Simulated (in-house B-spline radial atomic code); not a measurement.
A fraction x of an electron is removed from 4d in the technetium ion Tc⁵⁺, starting from [Kr] 4d2 and keeping the highest spin. Level of theory: scalar-relativistic (X2C) PBE0, spin-polarised, spherical fractional occupations, Fermi nucleus of rms radius 4.41117 fm; calculated with a B-spline radial code for spherical atoms.

Caution: exact exchange at fractional occupations of open shells leaves self-interaction of up to several eV.

| x | E(x) - E(0) (eV) | 4d up level (eV) |
| --- | --- | --- |
| 0 | 0.0000 | -64.772 |
| 0.05 | 3.2566 | -65.493 |
| 0.19 | 12.5676 | -67.523 |
| 0.28 | 18.7037 | -68.835 |
| 0.5 | 34.2025 | -72.068 |
| 0.58 | 40.0153 | -73.253 |
| 0.69 | 48.1630 | -74.889 |
| 0.77 | 54.2018 | -76.084 |
| 0.91 | 65.0005 | -78.185 |
| 1 | 72.0983 | -79.543 |

The exact functional would give a straight line between the two integer points. Deviations E(x) - E(0) - x[E(1) - E(0)], in eV: -0.348 at x = 0.05, -1.131 at x = 0.19, -1.484 at x = 0.28, -1.847 at x = 0.5, -1.802 at x = 0.58, -1.585 at x = 0.69, -1.314 at x = 0.77, -0.609 at x = 0.91.

The curve lies below the straight line by up to 1.847 eV (at x = 0.5): convex, the delocalisation error, to which spherically averaged exact exchange adds.

Problem. How well does Slater's transition state (minus the level at half occupation) give the ionisation energy?

Solution. It gives 72.068 eV against 72.098 eV from the two total energies; NIST lists 72.00 eV, ground level to ground level. The end point has an open shell averaged over its orbitals, so its exact exchange keeps a self-interaction and this is no true integer point.
